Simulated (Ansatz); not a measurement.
Born–Oppenheimer molecular dynamics of Cl4H2SSn (8 atoms, charge 0, multiplicity 1). It starts at the highest image of a converged band, a first-order saddle point between two minima.

Computed with Ansatz 0.2.0, RKS PBE0-D4/def2-SVP.

```json
{"ensemble": "NVE (velocity Verlet)", "time step": "0.5 fs", "steps asked": "200", "starting velocities drawn for": "300 K", "seed": "9372"}
```

Frames 1 fs apart, positions in Å.

Velocities at 55 fs (Å/ps):

```
Sn -1.90 2.28 -1.49
Cl 4.05 -5.15 5.92
Cl 0.26 -1.85 1.02
Cl 1.19 0.33 -2.89
Cl -0.43 1.75 3.32
S 2.21 -3.02 -1.79
H -6.71 3.58 -15.59
H -17.82 -2.89 -10.92
```

```xyz
8
Properties=species:S:1:pos:R:3 time_fs=55 energy_less_start_eV=-0.099 T=427
Sn -0.383 0.090 -0.152
Cl -0.017 -1.427 2.350
Cl 1.864 0.784 0.246
Cl -1.100 1.356 -1.961
Cl -0.859 -2.002 -1.020
S -2.355 0.622 1.088
H -3.038 -0.121 0.191
H -1.282 -0.967 2.350
8
Properties=species:S:1:pos:R:3 time_fs=56 energy_less_start_eV=-0.082 T=406
Sn -0.385 0.093 -0.154
Cl -0.013 -1.432 2.357
Cl 1.864 0.783 0.247
Cl -1.099 1.357 -1.964
Cl -0.859 -2.001 -1.017
S -2.353 0.619 1.086
H -3.045 -0.118 0.175
H -1.296 -0.971 2.340
8
Properties=species:S:1:pos:R:3 time_fs=57 energy_less_start_eV=-0.072 T=393
Sn -0.387 0.095 -0.155
Cl -0.010 -1.437 2.362
Cl 1.864 0.781 0.248
Cl -1.097 1.357 -1.967
Cl -0.859 -1.999 -1.014
S -2.351 0.616 1.085
H -3.050 -0.113 0.161
H -1.300 -0.979 2.329
8
Properties=species:S:1:pos:R:3 time_fs=58 energy_less_start_eV=-0.077 T=399
Sn -0.388 0.097 -0.157
Cl -0.006 -1.442 2.369
Cl 1.863 0.779 0.249
Cl -1.096 1.358 -1.970
Cl -0.859 -1.998 -1.010
S -2.349 0.613 1.084
H -3.054 -0.106 0.149
H -1.293 -0.990 2.319
8
Properties=species:S:1:pos:R:3 time_fs=59 energy_less_start_eV=-0.094 T=421
Sn -0.390 0.100 -0.159
Cl -0.003 -1.446 2.374
Cl 1.863 0.776 0.250
Cl -1.095 1.358 -1.974
Cl -0.860 -1.996 -1.007
S -2.348 0.610 1.083
H -3.056 -0.096 0.141
H -1.275 -1.005 2.309
8
Properties=species:S:1:pos:R:3 time_fs=60 energy_less_start_eV=-0.113 T=445
Sn -0.391 0.102 -0.160
Cl 0.000 -1.451 2.381
Cl 1.862 0.774 0.251
Cl -1.093 1.359 -1.977
Cl -0.860 -1.995 -1.004
S -2.346 0.607 1.082
H -3.054 -0.083 0.135
H -1.250 -1.022 2.300
8
Properties=species:S:1:pos:R:3 time_fs=61 energy_less_start_eV=-0.119 T=453
Sn -0.393 0.105 -0.162
Cl 0.003 -1.456 2.387
Cl 1.861 0.772 0.251
Cl -1.092 1.360 -1.981
Cl -0.860 -1.994 -1.001
S -2.345 0.604 1.081
H -3.051 -0.069 0.133
H -1.223 -1.041 2.293
8
Properties=species:S:1:pos:R:3 time_fs=62 energy_less_start_eV=-0.107 T=438
Sn -0.394 0.107 -0.164
Cl 0.005 -1.461 2.393
Cl 1.859 0.769 0.252
Cl -1.090 1.361 -1.985
Cl -0.860 -1.993 -0.998
S -2.344 0.601 1.081
H -3.047 -0.053 0.131
H -1.198 -1.059 2.286
8
Properties=species:S:1:pos:R:3 time_fs=63 energy_less_start_eV=-0.094 T=421
Sn -0.396 0.110 -0.165
Cl 0.009 -1.466 2.399
Cl 1.858 0.767 0.253
Cl -1.088 1.362 -1.989
Cl -0.860 -1.993 -0.995
S -2.343 0.598 1.081
H -3.043 -0.037 0.129
H -1.184 -1.075 2.281
8
Properties=species:S:1:pos:R:3 time_fs=64 energy_less_start_eV=-0.099 T=429
Sn -0.397 0.112 -0.167
Cl 0.012 -1.471 2.405
Cl 1.856 0.764 0.254
Cl -1.087 1.363 -1.993
Cl -0.860 -1.992 -0.991
S -2.343 0.595 1.081
H -3.040 -0.023 0.125
H -1.182 -1.087 2.275
8
Properties=species:S:1:pos:R:3 time_fs=65 energy_less_start_eV=-0.124 T=460
Sn -0.398 0.115 -0.169
Cl 0.016 -1.476 2.412
Cl 1.854 0.762 0.255
Cl -1.085 1.365 -1.998
Cl -0.860 -1.992 -0.988
S -2.342 0.592 1.082
H -3.040 -0.010 0.117
H -1.194 -1.096 2.270
8
Properties=species:S:1:pos:R:3 time_fs=66 energy_less_start_eV=-0.147 T=489
Sn -0.399 0.117 -0.171
Cl 0.020 -1.482 2.418
Cl 1.851 0.759 0.255
Cl -1.083 1.366 -2.002
Cl -0.859 -1.991 -0.985
S -2.342 0.590 1.083
H -3.042 0.000 0.106
H -1.215 -1.103 2.265
```

Of the whole run (100 fs, mean temperature of the second half 576 K): The conserved energy stayed within 0.055 meV per atom of its start (net change -0.028 meV per atom), so the integration is sound. The kinetic energy rose, since the run started high on the potential surface and went downhill. It ends in pieces (Cl3HSSn + ClH), so much of that is their flight and rotation, not heat. A run of 0.1 ps of so small a system gives no equilibrium averages. The orbitals stay closed-shell, which can raise the energy where a bond breaks towards radicals; this wasn't checked here.

Run time: 8.7 min on 4 threads of Arm Neoverse V2, with other jobs on the host, peak memory 0.41 GiB.
